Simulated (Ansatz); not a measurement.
[FeH6]4- (FeH6⁴⁻). Charge -4, multiplicity 5. Geometry PBE-D4/def2-TZVPD.

```
atom   x (Å)   y (Å)   z (Å)
 Fe1   0.039   0.077  -0.022
  H2  -0.486  -0.501  -1.272
  H3   0.198  -0.068   1.436
  H4   0.781   1.259   0.491
  H5   0.315  -1.306   0.131
  H6   0.364   1.001  -1.141
  H7  -1.211  -0.462   0.377
```

HSE06 is defined as in plane-wave codes, on full-range PBE exchange. A multiply charged anion in the gas phase is held together partly by the finite basis. At PBE-D4/def2-TZVPD, r2SCAN-D4/def2-TZVPD, PBE0-D4/def2-TZVPD, HSE06-D4/def2-TZVPD and others the highest occupied level of the charge -4 quintet lies above zero (up to 12.02 eV). It is a level of α spin, whose loss leaves a quartet; that state wasn't run at this geometry and level. The electron is either unbound and held by the finite basis, or the level is raised by self-interaction error. At PBE0-D4/def2-TZVPD a broken-symmetry singlet of charge -4 lies 0.20 eV below the quintet, each at its own geometry.

Problem. Estimate the α-spin orbital energies around the gap (eV) in Ansatz with PBE-D4/def2-TZVPD, r2SCAN-D4/def2-TZVPD, PBE0-D4/def2-TZVPD, HSE06-D4/def2-TZVPD, ωB97X-V/def2-TZVPD.

Solution. 
| orbital | PBE-D4/def2-TZVPD | r2SCAN-D4/def2-TZVPD | PBE0-D4/def2-TZVPD | HSE06-D4/def2-TZVPD | ωB97X-V/def2-TZVPD |
| --- | --- | --- | --- | --- | --- |
| HOMO−13 | -41.38 | -43.55 | -46.00 | -45.58 | -47.84 |
| HOMO−12 | -41.01 | -43.22 | -45.60 | -45.19 | -47.36 |
| HOMO−11 | -40.56 | -42.74 | -45.13 | -44.72 | -46.99 |
| HOMO−10 | 5.61 | 5.16 | 4.24 | 4.65 | 1.67 |
| HOMO−9 | 8.28 | 8.04 | 6.99 | 7.37 | 4.72 |
| HOMO−8 | 8.50 | 8.27 | 7.24 | 7.63 | 4.95 |
| HOMO−7 | 8.65 | 8.34 | 7.25 | 7.65 | 5.07 |
| HOMO−6 | 8.75 | 8.44 | 7.57 | 7.97 | 5.31 |
| HOMO−5 | 9.14 | 8.87 | 7.59 | 7.98 | 5.46 |
| HOMO−4 | 9.78 | 9.31 | 8.18 | 8.57 | 6.06 |
| HOMO−3 | 11.05 | 10.86 | 9.56 | 9.93 | 7.47 |
| HOMO−2 | 11.59 | 11.55 | 11.33 | 11.61 | 10.57 |
| HOMO−1 | 11.96 | 12.00 | 11.78 | 12.01 | 11.25 |
| HOMO | 11.98 | 12.02 | 11.78 | 12.01 | 11.37 |
| LUMO | 12.98 | 13.00 | 13.30 | 13.04 | 14.63 |
| LUMO+1 | 13.85 | 14.01 | 14.83 | 14.45 | 17.00 |
| LUMO+2 | 15.31 | 15.64 | 16.06 | 15.72 | 17.87 |
| LUMO+3 | 15.35 | 15.64 | 16.07 | 15.74 | 17.98 |
| LUMO+4 | 16.79 | 17.31 | 17.45 | 17.13 | 19.23 |
| LUMO+5 | 17.19 | 17.69 | 17.87 | 17.54 | 19.63 |
| β HOMO | 11.70 | 11.60 | 10.36 | 10.76 | 8.08 |
| β LUMO | 12.28 | 12.67 | 13.09 | 12.78 | 14.58 |
